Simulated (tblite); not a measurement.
Record of a relaxation.

Compound: C2H8BrFGe2.
Numbering: `[F:1][C@H:2]([GeH3:3])[CH2:4][GeH2:5][Br:6]` (hydrogens: H7 on C2; H8, H9, H10 on Ge3; H11, H12 on C4; H13, H14 on Ge5)

Computed with GFN2-xTB (tblite), gas phase: L-BFGS steps from a force-field or distance-geometry start until the largest atomic force falls under 0.01 eV/Å. 8 of its 72 geometries are shown.

Step 0: E = -572.9774 eV, largest atomic force 1.658 eV/Å
```
atom  x, y, z in Å  |  force x, y, z in eV/Å
F1     -0.163   -0.611    1.696    0.103   0.389  -0.293
C2     -0.547    0.019    0.509    0.443   0.405  -0.319
Ge3    -2.196   -0.782   -0.113   -1.522  -0.614  -0.236
C4      0.552   -0.144   -0.539   -0.276  -0.503  -0.014
Ge5     2.203    0.713    0.052    0.675   0.089   0.321
Br6     1.849    3.006    0.259    0.114  -0.657  -0.034
H7     -0.720    1.096    0.712    0.274  -0.373   0.253
H8     -2.636   -0.070   -1.422    0.199  -0.363   0.589
H9     -1.978   -2.291   -0.387   -0.116   0.671   0.095
H10    -3.309   -0.600    0.965    0.521  -0.153  -0.590
H11     0.230    0.307   -1.491   -0.057  -0.262   0.251
H12     0.753   -1.234   -0.698   -0.203   0.784   0.017
H13     3.302    0.465   -1.004   -0.118   0.229   0.261
H14     2.657    0.124    1.403   -0.037   0.358  -0.302
```

Step 10: E = -573.2011 eV, largest atomic force 0.137 eV/Å
```
atom  x, y, z in Å  |  force x, y, z in eV/Å
F1     -0.127   -0.571    1.659    0.047   0.052  -0.039
C2     -0.549    0.041    0.479   -0.118  -0.056  -0.042
Ge3    -2.257   -0.797   -0.104    0.006  -0.001  -0.024
C4      0.537   -0.143   -0.557    0.066   0.027   0.043
Ge5     2.235    0.662    0.065    0.044   0.062   0.000
Br6     1.879    2.900    0.266   -0.024   0.054   0.022
H7     -0.694    1.099    0.734    0.051  -0.014  -0.031
H8     -2.661   -0.130   -1.377   -0.046  -0.004   0.003
H9     -2.020   -2.244   -0.385    0.004  -0.008   0.026
H10    -3.320   -0.639    0.921   -0.054  -0.012   0.043
H11     0.217    0.293   -1.507    0.034   0.006   0.032
H12     0.716   -1.207   -0.711   -0.095  -0.056  -0.059
H13     3.341    0.531   -0.960    0.065  -0.024   0.018
H14     2.702    0.203    1.419    0.020  -0.026   0.008
```

Step 20: E = -573.2107 eV, largest atomic force 0.065 eV/Å
```
atom  x, y, z in Å  |  force x, y, z in eV/Å
F1     -0.119   -0.548    1.649    0.006   0.029  -0.044
C2     -0.549    0.043    0.460   -0.031   0.023  -0.022
Ge3    -2.267   -0.799   -0.094    0.006  -0.010  -0.005
C4      0.544   -0.147   -0.570   -0.015   0.010   0.008
Ge5     2.244    0.659    0.071    0.029   0.000   0.022
Br6     1.866    2.898    0.282   -0.008  -0.033   0.001
H7     -0.686    1.105    0.697   -0.004   0.018   0.001
H8     -2.708   -0.147   -1.362   -0.011   0.004  -0.020
H9     -2.026   -2.246   -0.362    0.014  -0.036   0.001
H10    -3.335   -0.656    0.932    0.012   0.015   0.056
H11     0.248    0.323   -1.510   -0.018  -0.022   0.005
H12     0.685   -1.215   -0.749    0.034   0.028  -0.034
H13     3.380    0.530   -0.923    0.003   0.002  -0.024
H14     2.721    0.201    1.421   -0.018  -0.028   0.056
```

Step 30: E = -573.2210 eV, largest atomic force 0.084 eV/Å
```
atom  x, y, z in Å  |  force x, y, z in eV/Å
F1     -0.118   -0.478    1.611    0.034  -0.001  -0.057
C2     -0.551    0.065    0.396   -0.031   0.054   0.016
Ge3    -2.273   -0.815   -0.080    0.036  -0.003   0.015
C4      0.559   -0.123   -0.615   -0.060  -0.050   0.030
Ge5     2.254    0.624    0.110   -0.016   0.072  -0.012
Br6     1.838    2.860    0.322    0.054  -0.034   0.033
H7     -0.705    1.130    0.600   -0.013   0.063   0.011
H8     -2.799   -0.198   -1.334   -0.001  -0.015  -0.004
H9     -2.016   -2.265   -0.313    0.000  -0.034  -0.018
H10    -3.270   -0.657    1.016    0.022   0.009   0.007
H11     0.291    0.385   -1.546    0.029  -0.035   0.029
H12     0.688   -1.184   -0.827    0.004  -0.032  -0.039
H13     3.411    0.518   -0.869   -0.016  -0.002   0.039
H14     2.689    0.139    1.472   -0.041   0.008  -0.051
```

Step 41: E = -573.2292 eV, largest atomic force 0.059 eV/Å
```
atom  x, y, z in Å  |  force x, y, z in eV/Å
F1     -0.107   -0.402    1.571    0.016  -0.017  -0.018
C2     -0.559    0.099    0.341    0.023   0.015  -0.006
Ge3    -2.265   -0.838   -0.063   -0.009   0.015   0.007
C4      0.556   -0.107   -0.661    0.009  -0.003   0.012
Ge5     2.239    0.612    0.125   -0.013   0.000   0.002
Br6     1.876    2.845    0.404    0.017   0.001   0.007
H7     -0.720    1.169    0.523   -0.041   0.012  -0.040
H8     -2.867   -0.264   -1.303   -0.004  -0.004   0.000
H9     -1.996   -2.291   -0.283    0.014   0.030   0.022
H10    -3.193   -0.656    1.089   -0.014  -0.031  -0.017
H11     0.323    0.409   -1.596   -0.025  -0.009   0.039
H12     0.671   -1.169   -0.882    0.012   0.011   0.016
H13     3.430    0.508   -0.806    0.020   0.002  -0.019
H14     2.612    0.085    1.484   -0.005  -0.020  -0.004
```

Step 51: E = -573.2320 eV, largest atomic force 0.030 eV/Å
```
atom  x, y, z in Å  |  force x, y, z in eV/Å
F1     -0.105   -0.365    1.561   -0.019  -0.006   0.014
C2     -0.564    0.115    0.326    0.008   0.016   0.002
Ge3    -2.267   -0.840   -0.057    0.004  -0.013   0.006
C4      0.553   -0.097   -0.672    0.011   0.009   0.007
Ge5     2.238    0.610    0.123   -0.021   0.003   0.014
Br6     1.915    2.843    0.443   -0.003   0.000   0.002
H7     -0.739    1.185    0.488   -0.006   0.022  -0.012
H8     -2.890   -0.286   -1.297    0.012  -0.017   0.015
H9     -1.966   -2.289   -0.260    0.001   0.006  -0.009
H10    -3.194   -0.680    1.099    0.005  -0.001  -0.018
H11     0.316    0.411   -1.608    0.004  -0.011   0.002
H12     0.678   -1.161   -0.880   -0.026   0.013  -0.006
H13     3.438    0.507   -0.796    0.008  -0.006  -0.028
H14     2.586    0.047    1.473    0.021  -0.015   0.010
```

Step 61: E = -573.2352 eV, largest atomic force 0.058 eV/Å
```
atom  x, y, z in Å  |  force x, y, z in eV/Å
F1     -0.129   -0.269    1.562    0.012  -0.004   0.040
C2     -0.583    0.164    0.307   -0.007  -0.013   0.013
Ge3    -2.255   -0.854   -0.050   -0.025  -0.027  -0.008
C4      0.544   -0.075   -0.673    0.016   0.011   0.005
Ge5     2.241    0.590    0.134   -0.057  -0.008   0.000
Br6     1.962    2.820    0.505   -0.004  -0.011   0.021
H7     -0.774    1.235    0.432   -0.004   0.011  -0.023
H8     -2.914   -0.352   -1.292    0.010   0.008  -0.014
H9     -1.904   -2.295   -0.241    0.011   0.023   0.009
H10    -3.188   -0.720    1.105    0.015   0.006  -0.001
H11     0.334    0.433   -1.616   -0.007  -0.007  -0.003
H12     0.646   -1.142   -0.875   -0.004   0.008  -0.014
H13     3.420    0.496   -0.810    0.033  -0.014  -0.029
H14     2.599   -0.033    1.456    0.011   0.018   0.006
```

Step 71: E = -573.2364 eV, largest atomic force 0.009 eV/Å
```
atom  x, y, z in Å  |  force x, y, z in eV/Å
F1     -0.139   -0.229    1.569    0.009  -0.001   0.000
C2     -0.591    0.178    0.305   -0.007  -0.002   0.000
Ge3    -2.252   -0.860   -0.049    0.000  -0.006   0.002
C4      0.537   -0.069   -0.672   -0.001   0.002  -0.002
Ge5     2.239    0.581    0.133   -0.003  -0.006   0.000
Br6     1.976    2.806    0.541   -0.005   0.003   0.002
H7     -0.790    1.250    0.407    0.003   0.004  -0.001
H8     -2.910   -0.371   -1.298    0.008   0.001   0.001
H9     -1.873   -2.293   -0.232   -0.002   0.001   0.005
H10    -3.183   -0.731    1.106   -0.004   0.003  -0.003
H11     0.330    0.439   -1.615    0.001   0.003  -0.003
H12     0.632   -1.137   -0.877    0.001  -0.002   0.001
H13     3.412    0.485   -0.823   -0.001   0.002  -0.002
H14     2.610   -0.050    1.448   -0.001  -0.004   0.001
```

Task: Summarise the path.

Result: The energy falls by 0.2590 eV from step 0 to step 71; nine tenths of that is first reached at step 20. It falls at every step. The largest force goes from 1.658 to 0.009 eV/Å. Among the bonds Ge3–H10 changes most, from 1.560 to 1.489 Å; the atoms move by 0.267 Å rms after alignment.

Task: Follow the three bonds and two angles with the largest change from start to end.

Result: 
```json
{"step": "0", "E above end (eV)": "0.2590", "largest force (eV/Å)": "1.658", "Ge3–H10 (Å)": "1.560", "Ge3–H8 (Å)": "1.554", "Ge3–H9 (Å)": "1.549", "C4–Ge5–H14 (°)": "110.3", "Ge3–C2–C4 (°)": "110.4"}
{"step": "3", "E above end (eV)": "0.0801", "largest force (eV/Å)": "0.363", "Ge3–H10 (Å)": "1.484", "Ge3–H8 (Å)": "1.499", "Ge3–H9 (Å)": "1.495", "C4–Ge5–H14 (°)": "110.3", "Ge3–C2–C4 (°)": "111.7"}
{"step": "6", "E above end (eV)": "0.0525", "largest force (eV/Å)": "0.360", "Ge3–H10 (Å)": "1.488", "Ge3–H8 (Å)": "1.489", "Ge3–H9 (Å)": "1.488", "C4–Ge5–H14 (°)": "112.5", "Ge3–C2–C4 (°)": "112.4"}
{"step": "9", "E above end (eV)": "0.0376", "largest force (eV/Å)": "0.160", "Ge3–H10 (Å)": "1.487", "Ge3–H8 (Å)": "1.494", "Ge3–H9 (Å)": "1.493", "C4–Ge5–H14 (°)": "114.9", "Ge3–C2–C4 (°)": "111.5"}
{"step": "12", "E above end (eV)": "0.0319", "largest force (eV/Å)": "0.104", "Ge3–H10 (Å)": "1.488", "Ge3–H8 (Å)": "1.493", "Ge3–H9 (Å)": "1.492", "C4–Ge5–H14 (°)": "115.3", "Ge3–C2–C4 (°)": "111.5"}
{"step": "15", "E above end (eV)": "0.0291", "largest force (eV/Å)": "0.057", "Ge3–H10 (Å)": "1.492", "Ge3–H8 (Å)": "1.496", "Ge3–H9 (Å)": "1.495", "C4–Ge5–H14 (°)": "115.4", "Ge3–C2–C4 (°)": "111.9"}
{"step": "19", "E above end (eV)": "0.0264", "largest force (eV/Å)": "0.078", "Ge3–H10 (Å)": "1.488", "Ge3–H8 (Å)": "1.494", "Ge3–H9 (Å)": "1.492", "C4–Ge5–H14 (°)": "115.9", "Ge3–C2–C4 (°)": "112.3"}
{"step": "22", "E above end (eV)": "0.0242", "largest force (eV/Å)": "0.106", "Ge3–H10 (Å)": "1.490", "Ge3–H8 (Å)": "1.492", "Ge3–H9 (Å)": "1.491", "C4–Ge5–H14 (°)": "116.0", "Ge3–C2–C4 (°)": "112.7"}
{"step": "25", "E above end (eV)": "0.0204", "largest force (eV/Å)": "0.085", "Ge3–H10 (Å)": "1.492", "Ge3–H8 (Å)": "1.495", "Ge3–H9 (Å)": "1.495", "C4–Ge5–H14 (°)": "116.5", "Ge3–C2–C4 (°)": "113.6"}
{"step": "28", "E above end (eV)": "0.0179", "largest force (eV/Å)": "0.096", "Ge3–H10 (Å)": "1.489", "Ge3–H8 (Å)": "1.495", "Ge3–H9 (Å)": "1.494", "C4–Ge5–H14 (°)": "116.9", "Ge3–C2–C4 (°)": "114.3"}
{"step": "31", "E above end (eV)": "0.0143", "largest force (eV/Å)": "0.081", "Ge3–H10 (Å)": "1.490", "Ge3–H8 (Å)": "1.493", "Ge3–H9 (Å)": "1.491", "C4–Ge5–H14 (°)": "116.9", "Ge3–C2–C4 (°)": "115.0"}
{"step": "34", "E above end (eV)": "0.0109", "largest force (eV/Å)": "0.102", "Ge3–H10 (Å)": "1.489", "Ge3–H8 (Å)": "1.494", "Ge3–H9 (Å)": "1.492", "C4–Ge5–H14 (°)": "116.6", "Ge3–C2–C4 (°)": "115.2"}
{"step": "37", "E above end (eV)": "0.0093", "largest force (eV/Å)": "0.076", "Ge3–H10 (Å)": "1.488", "Ge3–H8 (Å)": "1.493", "Ge3–H9 (Å)": "1.493", "C4–Ge5–H14 (°)": "116.8", "Ge3–C2–C4 (°)": "115.6"}
{"step": "40", "E above end (eV)": "0.0076", "largest force (eV/Å)": "0.055", "Ge3–H10 (Å)": "1.490", "Ge3–H8 (Å)": "1.493", "Ge3–H9 (Å)": "1.494", "C4–Ge5–H14 (°)": "116.4", "Ge3–C2–C4 (°)": "115.7"}
{"step": "43", "E above end (eV)": "0.0064", "largest force (eV/Å)": "0.083", "Ge3–H10 (Å)": "1.489", "Ge3–H8 (Å)": "1.494", "Ge3–H9 (Å)": "1.495", "C4–Ge5–H14 (°)": "115.6", "Ge3–C2–C4 (°)": "115.7"}
{"step": "46", "E above end (eV)": "0.0053", "largest force (eV/Å)": "0.033", "Ge3–H10 (Å)": "1.488", "Ge3–H8 (Å)": "1.492", "Ge3–H9 (Å)": "1.493", "C4–Ge5–H14 (°)": "115.2", "Ge3–C2–C4 (°)": "116.1"}
{"step": "49", "E above end (eV)": "0.0049", "largest force (eV/Å)": "0.049", "Ge3–H10 (Å)": "1.490", "Ge3–H8 (Å)": "1.492", "Ge3–H9 (Å)": "1.493", "C4–Ge5–H14 (°)": "115.1", "Ge3–C2–C4 (°)": "116.1"}
{"step": "52", "E above end (eV)": "0.0043", "largest force (eV/Å)": "0.034", "Ge3–H10 (Å)": "1.490", "Ge3–H8 (Å)": "1.495", "Ge3–H9 (Å)": "1.494", "C4–Ge5–H14 (°)": "114.8", "Ge3–C2–C4 (°)": "115.9"}
{"step": "56", "E above end (eV)": "0.0028", "largest force (eV/Å)": "0.085", "Ge3–H10 (Å)": "1.488", "Ge3–H8 (Å)": "1.494", "Ge3–H9 (Å)": "1.492", "C4–Ge5–H14 (°)": "114.8", "Ge3–C2–C4 (°)": "115.6"}
{"step": "59", "E above end (eV)": "0.0018", "largest force (eV/Å)": "0.043", "Ge3–H10 (Å)": "1.489", "Ge3–H8 (Å)": "1.493", "Ge3–H9 (Å)": "1.494", "C4–Ge5–H14 (°)": "114.8", "Ge3–C2–C4 (°)": "115.5"}
{"step": "62", "E above end (eV)": "0.0009", "largest force (eV/Å)": "0.040", "Ge3–H10 (Å)": "1.490", "Ge3–H8 (Å)": "1.493", "Ge3–H9 (Å)": "1.495", "C4–Ge5–H14 (°)": "114.9", "Ge3–C2–C4 (°)": "115.3"}
{"step": "65", "E above end (eV)": "0.0003", "largest force (eV/Å)": "0.036", "Ge3–H10 (Å)": "1.489", "Ge3–H8 (Å)": "1.493", "Ge3–H9 (Å)": "1.494", "C4–Ge5–H14 (°)": "115.2", "Ge3–C2–C4 (°)": "115.1"}
{"step": "68", "E above end (eV)": "0.0001", "largest force (eV/Å)": "0.019", "Ge3–H10 (Å)": "1.489", "Ge3–H8 (Å)": "1.493", "Ge3–H9 (Å)": "1.494", "C4–Ge5–H14 (°)": "115.3", "Ge3–C2–C4 (°)": "115.0"}
{"step": "71", "E above end (eV)": "0.0000", "largest force (eV/Å)": "0.009", "Ge3–H10 (Å)": "1.489", "Ge3–H8 (Å)": "1.493", "Ge3–H9 (Å)": "1.494", "C4–Ge5–H14 (°)": "115.3", "Ge3–C2–C4 (°)": "115.0"}
```

What follows is the cost of the whole relaxation. Time: 0.84 s. Hardware: Arm Neoverse N1, one thread, no GPU, shared host with 64 logical CPUs at a one-minute load of 54.
